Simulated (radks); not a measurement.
Spherical quantum dot in the effective-mass picture: electrons in a parabolic well V = omega^2 r^2 / 2 with omega = 0.225, with a point charge +2 (a donor) at the centre, all in effective atomic units (hartree* = m*/eps^2 hartree, bohr* = eps/m* bohr), one dielectric constant everywhere. Method: non-relativistic Kohn-Sham, r2SCAN, spin-polarised, spherical densities, generalised Kohn-Sham scheme; computed with a radial shooting solver with Libxc functionals. Levels are named by radial order and angular momentum (1s, 1p, 1d, 2s, ...), and open shells are averaged over m.

N = 24, configuration 1s2 1p6 1d10 2s2 1f(up 4, down 0). This is the lowest configuration that the search found. Occupied levels:

level,occupation,eigenvalue (hartree*),<r> (bohr*)
1s down,1,3.5546,0.9458
1s up,1,3.5580,0.9397
2s up,1,4.1129,5.328
2s down,1,4.1186,4.943
1p up,3,4.1502,5.481
1p down,3,4.1597,5.097
1d up,5,4.2312,6.094
1d down,5,4.2551,5.910
1f up,4,4.3262,6.512

Energy (hartree*): total 53.9371, kinetic 6.3849, external 5.1019, Hartree 47.893, exchange-correlation -5.4428.
